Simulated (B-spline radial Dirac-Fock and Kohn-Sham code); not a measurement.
## Dipole and non-dipole photoemission parameters of Dy⁴⁺ 3s

System: dysprosium as Dy⁴⁺ in the configuration [Xe] 4f8; threshold 2079.7 eV (orbital energy of the model). Model: Dirac-Hartree-Slater photoionisation with a Latter tail; cross sections with all multipoles, angular parameters from the dipole term and its interference with E2. Program: a B-spline atomic structure program.

Input of the calculation (task.json; shells as n, l, electrons):

```json
{"items": [{
  "Z": 66,
  "q": 4,
  "cfg": [[1, 0, 2], [2, 0, 2], [2, 1, 6], [3, 0, 2], [3, 1, 6], [3, 2, 10], [4, 0, 2], [4, 1, 6], [4, 2, 10], [4, 3, 8], [5, 0, 2], [5, 1, 6]],
  "A": 164,
  "rrms": 5.2218,
  "do": "xps",
  "hv": [60, 114.0, 142.0, 148.0, 153.0, 276.0, 299.0, 312.0, 314.0, 382.0, 400, 448.0, 470.0, 478.0, 502.0, 629.0, 876.0, 882.0, 1000, 1410.0, 1486.9, 1800.0, 1900.0, 2000, 2250.0, 4100.0, 9251.7, 12000, 13000.0, 15000]
}]}
```

Launch: `python xray2_run.py task.json out`

For linearly polarised light dσ/dΩ = σ/(4π) [1 + β P₂(cos θ) + (δ + γ cos²θ) sin θ cos φ], with θ from the polarisation vector and φ the angle between the beam and the projection of the electron momentum on the plane normal to the polarisation.

| hν (eV) | σ (kb) | β | γ |
| --- | --- | --- | --- |
| 2250 | 35.0 | 1.948 | 1.059 |
| 4100 | 14.3 | 1.965 | 0.156 |
| 9251.7 | 3.27 | 1.973 | -0.116 |
| 12000 | ? | ? | ? |
| 13000 | 1.65 | 1.974 | 0.099 |
| 15000 | 1.23 | 1.974 | 0.244 |

Q: Give the values at 12000 eV.

A: σ = 1.94 kb, β = 1.974, γ = 0.032. For an s subshell δ is negligible.
